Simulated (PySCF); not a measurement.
# Distorted geometries of Au2F2

Au2F2 (singlet). PySCF 2.14.0, RKS TPSS, Au def2-SVP with ECP60, F def2-SVP; non-relativistic Hamiltonian with scalar-relativistic core potentials where named; density fitting; no spin-orbit coupling. Relaxed geometry:

```xyz
4

Au    0.0000    0.0000    1.5309
Au    0.0000    0.0000   -1.5309
F     1.6047    0.0000    0.0000
F    -1.6047    0.0000    0.0000
```

Problem. Order these distorted geometries by energy above the relaxed one, lowest first.
A.
```xyz
4

Au    0.0382   -0.0235    1.5465
Au   -0.0035    0.0466   -1.5338
F     1.5863   -0.0095    0.0307
F    -1.6210   -0.0136   -0.0434
```
B.
```xyz
4

Au   -0.1176    0.0611    1.4969
Au    0.0203   -0.0767   -1.5195
F     1.5666    0.0039    0.0339
F    -1.4693    0.0117   -0.0113
```
C.
```xyz
4

Au   -0.0497    0.0609    1.6406
Au    0.2770    0.0395   -1.5401
F     1.4961   -0.0401   -0.0782
F    -1.7234   -0.0602   -0.0223
```

Solution. A (0.01 eV), B (0.23 eV), C (0.51 eV).

Problem. Which forces (eV/Å) act in the one that lies 0.51 eV up?

Solution. 
```
Au  -1.19 -0.03 -0.87
Au  -2.25 -0.01 -2.12
F    2.31 -0.08  2.16
F    1.13  0.12  0.83
```
Forces carry noise of the integration grid, about 0.01 to 0.03 eV/Å.

No frequency check is given that shows the relaxed geometry to be a minimum.
